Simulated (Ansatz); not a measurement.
This geometry of CH5BSSe2 (10 atoms, charge 0, multiplicity 1) is a first-order saddle point.

Level of theory: RKS B3LYP-D4/def2-SVP (Ansatz 0.2.0).

```xyz
10
Properties=species:S:1:pos:R:3
B -0.296 0.193 1.653
C -0.193 -0.449 0.228
S 1.340 0.663 0.373
Se -1.498 0.024 -1.089
Se -0.282 -0.512 -3.123
H 0.133 -0.437 2.587
H -0.967 1.180 1.817
H 0.177 -1.475 0.127
H 0.768 1.753 -0.192
H 0.900 -0.989 -2.378
```

Which two structures does it join? (They come from a converged band through this point; their orientation in space is the band's.)

No bond is made or broken. The dihedral C2–Se4–Se5–H10 goes from -87 to 87°.

Image 0:

```xyz
10
Properties=species:S:1:pos:R:3
B -0.345 0.238 1.713
C -0.162 -0.540 0.370
S 1.402 0.512 0.507
Se -1.349 -0.152 -1.099
Se -0.200 -1.122 -2.922
H -0.015 -0.299 2.740
H -0.977 1.265 1.722
H 0.165 -1.585 0.382
H 0.918 1.581 -0.170
H 0.647 0.051 -3.240
```

Image 10:

```xyz
10
Properties=species:S:1:pos:R:3
B -0.382 0.152 1.709
C -0.040 -0.371 0.275
S 1.429 0.721 0.737
Se -1.138 0.207 -1.202
Se 0.257 -0.205 -3.065
H -0.102 -0.541 2.655
H -1.084 1.124 1.835
H 0.354 -1.384 0.142
H 0.942 1.859 0.187
H -0.153 -1.613 -3.271
```

How far does it lie above each of them?

6.0 kcal/mol above the first and 6.0 kcal/mol above the second. This is the barrier of this one path; another mechanism may lie lower.

Run time: 8.9 min on 2 threads of Intel(R) Xeon(R) Platinum 8488C (Sapphire Rapids) (shared host), peak memory 0.46 GiB.
